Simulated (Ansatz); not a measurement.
Calculated with Ansatz (gas phase, PBE0-D4/def2-TZVP geometries, no zero-point term in ΔE). CCSD(T)/CBS is the MP2 limit (def2-TZVPP, def2-QZVPP) plus CCSD(T) − MP2 in def2-TZVPP, frozen cores. For Zn outer-core shells are correlated without core-valence functions, which leaves a few kJ/mol of doubt a bond. Scalar relativity is left out up to krypton. Each species was taken in one conformer, which may not be the lowest.

Reaction (redistribution): `CO[Si](O)(Cl)Cl` + `O[SiH2][CH2][ZnH]` → `O[SiH2]C[Si](O)(Cl)Cl` + `C[O][ZnH]`

```
        level  ΔE (kcal/mol)
HF/def2-TZVPP           14.8
 HF/CBS(def2)           14.4
```

(1) What does CCSD(T)/CBS give? (Estimate.)

Largest T1 diagnostic among the species: 0.017.

## Answers

(1) Computed: +12.2 kcal/mol. The listed levels differ from it by 2.6, 2.2 kcal/mol.

From PBE to PBE0 (25 % exact exchange), in def2-TZVPP and without D4, ΔE moves by +1.7 kcal/mol. In def2-TZVPP, CCSD(T) changes the Hartree–Fock value by −2.3 kcal/mol (the triples alone add −0.3 kcal/mol) and MP2 by −2.3 kcal/mol.
